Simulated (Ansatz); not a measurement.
The same path of C2H2AlCl (6 atoms, charge 0, multiplicity 1) was run twice with different band settings. Lost on the way: C1–H5, C2–Al3. Made: C1–Al3, C2–H5.

Level of theory: RHF/def2-TZVP in Ansatz.

Relaxed end points:

```xyz
6
Properties=species:S:1:pos:R:3
C 0.272 0.893 -1.633
C 0.122 0.347 -0.583
Al -0.094 -0.491 1.111
Cl -1.129 -2.309 1.195
H 0.403 1.373 -2.565
H 0.468 0.123 2.429
```

```xyz
6
Properties=species:S:1:pos:R:3
C 0.123 0.348 -0.583
C 0.272 0.893 -1.633
Al -0.094 -0.491 1.111
Cl -1.129 -2.310 1.195
H 0.402 1.373 -2.565
H 0.468 0.124 2.429
```

Common settings: spring 5.0 eV/Å²; optimiser quadratic models (default); start path through a guess of the saddle point; force threshold 0.03 eV/Å; iteration limit 60; end points relaxed.

| run | movable images | climbing image |
| --- | --- | --- |
| 1 | 5 | yes |
| 2 | 1 | no |

(1) What does each run give, and how far can it be trusted?

Results:

(1) Run 1: converged after 39 iterations, highest image 2.015 eV above the first end. Neighbouring images differ by up to 2.0 eV, so the band resolves the path poorly. A vibrational analysis at the climbing image gives one clearly imaginary mode, 990i cm⁻¹: a first-order saddle point.
Run 2: converged after 36 iterations, highest image 1.278 eV above the first end. Neighbouring images differ by up to 1.3 eV, so the band resolves the path poorly. No image climbed, so the highest image needn't sit at the top of the path. A band with more images between the same ends climbed to 2.01 eV, so this one has probably stepped over the top. So few images can step over the top or miss a turn of the path.
The orbitals stay closed-shell, which can raise the energy where a bond breaks towards radicals; this wasn't checked here.
